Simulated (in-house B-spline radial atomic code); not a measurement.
## How G0W0 and RPA depend on the start: the mercury ion Hg⁺

Configuration [Xe] 4f14 5d10 6s1, highest spin. Computed with an all-electron radial atomic-structure program (B-spline basis): all electrons, scalar-relativistic (spin-free one-electron X2C), finite nucleus, each spin shell either full or empty, empty states to l = 9 with an (l + 1/2)⁻⁴ tail; G0W0 by contour deformation at full frequency.

Without the two-electron picture change, the correlation of inner shells comes somewhat too large for so heavy an element.

RPA overbinds a lone outer s electron by self-correlation, and G0W0 tends to as well.

```csv
start,mean-field 6s up (eV),G0W0 (eV),QP weight,RPA correlation (Eh)
Hartree-Fock,-17.389,?,?,?
LDA VWN5,-15.387,-19.371,0.899,-7.1566
PBE,-15.062,?,?,?
PBE0,-15.844,-19.240,0.939,-7.0181
r2SCAN,-15.379,-19.241,0.918,-7.0653
HSE06,-15.461,-19.253,0.932,-7.0286
B3LYP (VWN-RPA),-15.804,-19.334,0.933,-7.0463
SCAN,-15.512,-19.300,0.916,-7.0746
TPSS,-14.941,-19.269,0.902,-7.1282
BHandHLYP,-16.567,-19.180,0.952,-6.8987
CAM-B3LYP,-17.177,-19.330,0.952,-6.995
LC-wPBE,-18.217,-19.254,0.960,-7.0016
wB97X,-17.736,-19.234,0.959,-6.9719
PBEsol,-15.134,-19.317,0.898,-7.1518
BLYP,-15.022,-19.357,0.888,-7.1517
r2SCAN0,-16.152,-19.200,0.944,-6.9623
LDA exchange-only,-14.369,-19.359,0.853,-7.1568
```

**Question.** What G0W0 level, weight and RPA correlation energy follow from the Hartree-Fock start?

**Answer.** G0W0 level -18.897 eV, weight 0.966, RPA correlation -6.6757 hartree.

**Question.** What G0W0 level, weight and RPA correlation energy follow from the PBE start?

**Answer.** G0W0 level -19.300 eV, weight 0.897, RPA correlation -7.1487 hartree.

**Question.** How much of the dependence on the start does G0W0 remove?

**Answer.** The mean-field levels span 3.85 eV and the G0W0 levels 0.475 eV. Against 18.757 eV (NIST, measured) the G0W0 removal energies are off by +0.14 to +0.61 eV, with spin-orbit coupling, Breit and QED terms left out.
